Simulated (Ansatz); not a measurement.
Program: Ansatz. Geometries: PBE0-D4/def2-TZVP. ΔE: electronic, gas phase. CCSD(T)/CBS is the MP2 limit (def2-TZVPP, def2-QZVPP) plus CCSD(T) − MP2 in def2-TZVPP, frozen cores. Functionals use def2-TZVPP. For Ge outer-core shells are correlated without core-valence functions, which leaves a few kJ/mol of doubt a bond. Scalar relativity is left out up to krypton. One conformer a species, not always the lowest.

`[GeH3][S][GeH3]` + `C=CN[SiH2]Cl` → `C=C[N]([GeH3])[SiH2]Cl` + `[SH][GeH3]`  (ligand exchange at a Ge–S bond)

`[GeH3][S][GeH3]`:

```xyz
9

Ge    1.151   -0.420    1.152
S    -1.064   -0.373    0.986
Ge   -1.215    0.397   -1.093
H     1.736   -1.362    0.087
H     1.457   -0.937    2.563
H     1.720    0.995    0.954
H    -0.517   -0.572   -2.061
H    -2.714    0.488   -1.401
H    -0.554    1.782   -1.187
```

`C=CN[SiH2]Cl`:

```xyz
11

C    -2.043   -0.698   -0.234
C    -0.750   -0.453   -0.426
N     0.009    0.505    0.229
Si    1.715    0.633    0.167
Cl    2.699   -0.680    1.416
H    -2.545   -1.456   -0.818
H    -2.628   -0.154    0.499
H    -0.193   -1.021   -1.168
H    -0.495    1.025    0.932
H     2.078    1.995    0.608
H     2.153    0.305   -1.206
```

`C=C[N]([GeH3])[SiH2]Cl`:

Cartesian coordinates in Å:
```
C -0.257 0.751 -2.067
C -0.424 -0.234 -1.187
N -0.161 -0.195 0.182
Ge 0.517 1.380 0.916
Si -0.249 -1.637 1.107
Cl 1.541 -2.660 1.167
H -0.522 0.594 -3.103
H 0.139 1.725 -1.801
H -0.821 -1.186 -1.536
H 1.844 1.733 0.231
H -0.514 2.497 0.703
H 0.720 1.070 2.403
H -0.578 -1.296 2.507
H -1.236 -2.541 0.478
```

`[SH][GeH3]`:

Z-matrix (Å, degrees):
```
Ge
S 1 2.224
H 1 1.536 2 110.4
H 1 1.533 2 104.8 3 119.2
H 1 1.536 2 110.4 3 -121.7
H 2 1.343 1 94.6 3 60.6
```

| level | ΔE (kJ/mol) | difference from CCSD(T)/CBS |
| --- | --- | --- |
| PBE-D4 | 47.8 | 9.4 |
| r2SCAN-D4 | 47.1 | 8.7 |
| PBE0-D4 | 48.3 | 9.9 |
| ωB97X-V | 41.8 | 3.4 |
| PBE | 52.9 | 14.5 |
| r2SCAN | 48.7 | 10.3 |
| PBE0 | 52.8 | 14.4 |
| MP2/def2-TZVPP | 35.6 | -2.8 |
| SCS-MP2/def2-TZVPP | 35.7 | -2.7 |
| CCSD/def2-TZVPP | 37.0 | -1.4 |
| CCSD(T)/def2-TZVPP | 35.2 | -3.2 |
| HF/def2-QZVPP | 50.7 | 12.3 |
| MP2/def2-QZVPP | 37.2 | -1.2 |
| SCS-MP2/def2-QZVPP | 37.5 | -0.9 |
| HF/CBS(def2) | 50.7 | 12.3 |
| MP2/CBS(def2) | 38.8 | 0.4 |
| CCSD(T)/CBS | 38.4 | 0 |

Largest T1 diagnostic among the species: 0.012.

The D4 term adds −8.1 kJ/mol with B3LYP and −4.6 kJ/mol with PBE0; it sums over pairs of atoms, weighted by their polarisabilities, and B3LYP, whose exchange is more repulsive, gets the larger term. In def2-TZVPP, CCSD(T) changes the Hartree–Fock value by −16.0 kJ/mol (the triples alone add −1.8 kJ/mol) and MP2 by −15.7 kJ/mol.

B3LYP here is the variant with VWN-RPA as its local correlation; programs differ in this.
